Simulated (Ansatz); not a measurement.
Cost and result up the ladder for BCl2(vinyl) (C₂H₃BCl₂) (8 atoms). The state is a singlet with charge 0. Geometry: PBE-D4/def2-SVP.

Cartesian coordinates in Å:
```
B 0.064 -0.782 0.957
Cl 0.925 -2.240 1.453
Cl -1.121 -0.096 2.075
C 0.355 -0.139 -0.422
C -0.265 0.975 -0.874
H 1.110 -0.621 -1.068
H -1.027 1.488 -0.262
H -0.041 1.415 -1.860
```

Ansatz on 2 threads of Intel Xeon 6975P-C on a shared host. Times are rough, and most runs start from the orbitals of an earlier one. r2SCAN0-D4/def2-TZVP serves as the yardstick here, not as an exact answer. Differences are given only for rows in sets of like size (and for xTB, whose basis is part of the method), since another set adds its own error. Binding counts from free atoms at the same level (B doublet, Cl doublet, C triplet, H doublet; other spins of the atoms weren't run), without zero-point energy or a counterpoise term.

LC-ωPBE has ω = 0.4 bohr⁻¹. B3LYP takes the VWN-RPA correlation. HSE06 is defined as in plane-wave codes, on full-range PBE exchange. Correlated methods freeze 13 core orbitals.

Run but left out: HF/def2-TZVP (restricted singlet, unstable towards broken spin symmetry); HF/6-31G (restricted singlet, unstable in another Hartree–Fock run and untested here).

Correlated methods converge slowly with the basis.

| level | functions | wall time | binding energy per atom (eV) | difference from r2SCAN0-D4/def2-TZVP (eV) | remarks |
| --- | --- | --- | --- | --- | --- |
| PBE-D4/def2-SVP | 93 | 0.8 s | 4.36 | – | – |
| B3LYP-D4/6-31G | 59 | 0.85 s | 4.01 | – | – |
| PBE0-D4/def2-SVP | 93 | 1.2 s | 4.29 | – | – |
| PBE-D4/def2-TZVP | 185 | 2 s | 4.30 | 0.16 | – |
| revPBE-D4/def2-TZVP (with forces) | 185 | 2 s | 4.20 | 0.05 | – |
| LC-ωPBE/def2-TZVP | 185 | 2.2 s | 4.15 | 0.00 | – |
| MP2/def2-TZVP | 185 | 2.3 s | 4.15 | 0.00 | restricted SCF unstable |
| PBE0-D4/def2-TZVP | 185 | 2.4 s | 4.23 | 0.08 | – |
| r2SCAN-D4/def2-TZVP | 185 | 2.7 s | 4.21 | 0.07 | – |
| HSE06-D4/def2-TZVP | 185 | 2.8 s | 4.23 | 0.08 | – |
| BHLYP-D4/def2-TZVP | 185 | 2.8 s | 4.04 | -0.10 | – |
| r2SCAN0-D4/def2-TZVP | 185 | 3.7 s | 4.15 | 0.00 | – |
| B97M-V/def2-TZVP | 185 | 6 s | 4.21 | 0.07 | – |
| CCSD(T)/def2-TZVPP | 219 | 45 s | 4.06 | -0.09 | restricted SCF unstable |
